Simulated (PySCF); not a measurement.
## C₆ coefficients of unlike pairs at PBE

Calculated with PySCF 2.14 from the dipole response of each species, C₆(A,B) = (3/π) ∫ α_A(iu) α_B(iu) du, in atomic units, from isotropic polarisabilities. For ions this is the dispersion term alone; charge-induced terms of lower order in 1/R come first.

```tsv
species	configuration	basis	relativity	α (bohr³)	C₆ (like pair)
Be⁺	[He] 2s1 (2S)	aug-cc-pVQZ-DK (6s5p4d3f2g)	spin-free X2C	21.65	57.79
Pb³⁺	[Xe] 4f14 5d10 6s1 (2S)	def2-QZVPPD with the def2 core potential (60 electrons) (8s6p5d4f1g)	core potential	8.510	47.99
W³⁺	[Xe] 4f14 5d3 (4F)	aug-cc-pVTZ-PP with one added diffuse shell each of s, p, d, f, g type with ECP60MDF (7s7p6d4f3g)	core potential	7.617	37.38
Se⁺	[Ar] 3d10 4s2 4p3 (4S)	def2-TZVPPD (7s6p5d1f)	none	14.51	88.83
```

(1) Estimate C₆ for Se⁺ with W³⁺.

No spin-orbit coupling is included.

The other pairs:

| pair | C₆ |
| --- | --- |
| W³⁺, Pb³⁺ | 42.28 |
| Se⁺, Be⁺ | 60.93 |
| Se⁺, Pb³⁺ | 62.33 |
| W³⁺, Be⁺ | 34.52 |
| Pb³⁺, Be⁺ | 38.50 |

Answers

(1) The integral gives 55.67. The combination rule 2 C_A C_B / (C_A α_B/α_A + C_B α_A/α_B) gives 56.35 and the geometric mean 57.63.
